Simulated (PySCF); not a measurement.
Species: GaCl2(CN), CCl2GaN.
SMILES: `N#[C][Ga]([Cl])[Cl]`

Method: TDDFT wB97X-D/def2-SVPD, vertical, gas phase, core orbitals frozen in the response (PySCF 2.14.0, density-fitted response routines). Isolated species at its PBE0-D3(BJ)/def2-SVP geometry, gas phase. Relativistic effects, spin–orbit coupling among them, are left out although an element past zinc is present.

Each state is given a Gaussian of 0.5 eV full width at half maximum, with ε(max) = 2.175×10⁸ f / Δν̃ (Δν̃ the width in cm⁻¹). The width is an assumption, not a result. The curve ends short of the highest state used, and states not computed would add to its high-energy end.

(E (eV), ε (L mol⁻¹ cm⁻¹)): (5.36, 0), (5.43, 0), (5.49, 0), (5.56, 0), (5.62, 0), (5.69, 1), (5.75, 1), (5.82, 3), (5.88, 6), (5.95, 14), (6.01, 28), (6.08, 60), (6.14, 112), (6.21, 225), (6.27, 394), (6.34, 717), (6.40, 1143), (6.47, 1854), (6.53, 2664), (6.60, 3823), (6.66, 4943), (6.73, 6276), (6.79, 7322), (6.86, 8286), (6.92, 8808), (6.99, 9028), (7.05, 8912), (7.11, 8577), (7.18, 7992), (7.24, 7379), (7.31, 6558), (7.37, 5769), (7.44, 4767), (7.50, 3888), (7.57, 2941), (7.63, 2301)

**Question.** Where are the band maxima, and which computed states make them?

**Answer.** 177 nm (6.99 eV), ε about 9000, made up of S6 (31%) and S8 (42%) (ε in L mol⁻¹ cm⁻¹; maxima over ε = 5, shares over 10%). The states used: S1 6.11 eV (f 0.0000); S2 6.30 eV (f 0.0000); S3 6.31 eV (f 0.0006); S4 6.60 eV (f 0.0099); S5 6.74 eV (f 0.027); S6 6.87 eV (f 0.062); S7 6.89 eV (f 0.012); S8 7.06 eV (f 0.074); S9 7.28 eV (f 0.011); S10 7.32 eV (f 0.028); S11 7.40 eV (f 0.039); S12 7.47 eV (f 0.0000); S13 7.91 eV (f 0.0001); S14 8.09 eV (f 0.063); S15 8.23 eV (f 0.011).

**Question.** What would ε be at 6.99 eV, the highest of these maxima, with half the width (0.25 eV)?

**Answer.** About 11000 L mol⁻¹ cm⁻¹ against 9030, a factor of about 1.2; a lone state at its own centre would give exactly 2.

**Question.** On this curve, what absorbance would a 10⁻³ mol/L sample give at 193 nm over a 1 cm path?

**Answer.** 193 nm is 6.424 eV, where ε is about 1400 L mol⁻¹ cm⁻¹, so A = ε c l ≈ 1.4 (Beer–Lambert, with the gas-phase spectrum and the assumed width).

The vertical ionisation energy (ΔSCF) is 12.36 eV, 4.12 eV above S15.
